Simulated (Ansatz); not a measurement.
C₄H₇FSi, SMILES `CC(F)=C=C[SiH3]`, relaxed with RKS PBE-D4/def2-SVP in Ansatz 0.2.0 from a rough embedded geometry. The force threshold is 0.03 eV/Å; the program also tests the step.

The species carries charge 0 and has multiplicity 1.

Start:

```xyz
13

C     1.541    1.916   -0.568
C     1.053    0.819    0.212
F     1.702    0.523    1.350
C    -0.010    0.042   -0.134
C    -1.047   -0.584   -0.459
Si   -1.592   -1.957    0.599
H     0.841    2.717   -0.692
H     1.887    1.575   -1.607
H     2.503    2.354   -0.068
H    -1.582   -0.390   -1.329
H    -1.969   -1.458    1.977
H    -2.802   -2.597    0.003
H    -0.526   -2.959    0.714
```

Problem. By how much does the energy fall, and how many steps does the optimiser take? (Best estimate.)

Solution. Computed: 313.20 kJ/mol, in 18 steps.

Problem. Which bonds change most? (Estimate.)

Solution. The calculation gave: C5–Si6 from 1.817 to 1.888 Å; C5–H10 from 1.040 to 1.110 Å; C4–C5 from 1.254 to 1.320 Å; C1–C2 from 1.432 to 1.494 Å.

Problem. Give the relaxed structure. (Estimate.)

Solution. The calculation gave: 
```xyz
13

C     1.233    2.083   -0.316
C     1.346    0.596   -0.214
F     2.584    0.175    0.166
C     0.394   -0.290   -0.468
C    -0.594   -1.147   -0.648
Si   -1.728   -1.698    0.758
H     0.217    2.385   -0.630
H     1.967    2.476   -1.053
H     1.461    2.554    0.663
H    -0.763   -1.574   -1.659
H    -1.379   -0.938    2.005
H    -3.168   -1.445    0.394
H    -1.571   -3.177    1.001
```
